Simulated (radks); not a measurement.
All-electron atom: Ta12+ in [Kr] 4d10 4f13 5s2. All-electron calculation, Dirac Kohn-Sham, LB94 model potential, spin-unpolarised, spherical densities, finite nucleus; open shells fill j = l - 1/2 first; Fermi nuclear charge, rms radius 5.3507 fm. Program: a radial shooting solver on a logarithmic mesh with Libxc functionals.

Unscreened Slater integrals over Kohn-Sham orbitals (hartree). Large and small components are both included.

integral           value
F0(4f7/2,4f7/2)   1.5645
F2(4f7/2,4f7/2)  0.76984
F4(4f7/2,4f7/2)  0.48838
F6(4f7/2,4f7/2)  0.35290
F0(4f7/2,4f5/2)   1.5733
F2(4f7/2,4f5/2)  0.77378
F4(4f7/2,4f5/2)  0.49081
G2(4f7/2,4f5/2)  0.77080
G4(4f7/2,4f5/2)  0.48902
G6(4f7/2,4f5/2)  0.35336
F0(4f7/2,5s1/2)   1.0678
G3(4f7/2,5s1/2)  0.16778
F0(4f7/2,4d5/2)   1.6311
F2(4f7/2,4d5/2)  0.80084
F4(4f7/2,4d5/2)  0.51539
G1(4f7/2,4d5/2)  0.92901
G3(4f7/2,4d5/2)  0.59374
G5(4f7/2,4d5/2)  0.42259
F0(4f5/2,4f5/2)   1.5822
F2(4f5/2,4f5/2)  0.77790
F4(4f5/2,4f5/2)  0.49338
F0(4f5/2,5s1/2)   1.0703
G3(4f5/2,5s1/2)  0.16458
F0(4f5/2,4d5/2)   1.6406
F2(4f5/2,4d5/2)  0.80472
F4(4f5/2,4d5/2)  0.51764
G1(4f5/2,4d5/2)  0.92988
G3(4f5/2,4d5/2)  0.59466
G5(4f5/2,4d5/2)  0.42333
F0(5s1/2,5s1/2)  0.90537
F0(5s1/2,4d5/2)   1.0917
G2(5s1/2,4d5/2)  0.12745
F0(4d5/2,4d5/2)   1.7195
F2(4d5/2,4d5/2)  0.87452
F4(4d5/2,4d5/2)  0.58594
